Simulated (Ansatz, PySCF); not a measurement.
This Ansatz (a program for electronic structure) input computes a PBE/def2-TZVPD energy:

Ansatz 0.2 input:
```yaml
crystal:
  periodic: [false, false, false]
  atoms:
    - {symbol: C, position_ang: [1.49375860, 0.93590360, 0.61655776]}
    - {symbol: C, position_ang: [0.54448626, 0.25735295, 0.32958994]}
    - {symbol: C, position_ang: [-0.58743394, -0.59110517, 0.03664527]}
    - {symbol: O, position_ang: [-1.28222454, -0.47303958, -0.94259566]}
    - {symbol: H, position_ang: [2.33101412, 1.54736477, 0.85341856]}
    - {symbol: H, position_ang: [-0.77808336, -1.37595642, 0.79058889]}
basis:
  gaussian:
    orbitals: def2-TZVPD
hamiltonian:
  xc: {name: PBE}
output: {forces: true}
```

**Question.** Write an input for the same energy in PySCF and say what it gives.

**Answer.** 
```python
from pyscf import gto, scf, dft

mol = gto.M(
    atom='''
    C     1.49375860    0.93590360    0.61655776
    C     0.54448626    0.25735295    0.32958994
    C    -0.58743394   -0.59110517    0.03664527
    O    -1.28222454   -0.47303958   -0.94259566
    H     2.33101412    1.54736477    0.85341856
    H    -0.77808336   -1.37595642    0.79058889
    ''',
    basis='def2-tzvpd',
    charge=0,
    spin=0,
    verbose=4,
)

mf = dft.RKS(mol, xc='pbe').density_fit(auxbasis='def2-universal-jkfit')
mf.grids.level = 3
mf.conv_tol = 1e-9
mf.max_cycle = 100
mf.max_memory = 1500
mf.kernel()
if not mf.converged:
    mf = mf.newton()
    mf.kernel(mf.make_rdm1())
mf.analyze()
```
It gives -190.50095 Eh, and Ansatz -190.50093 Eh, a difference of 0.02 mEh, from the treatment of integrals and grids.
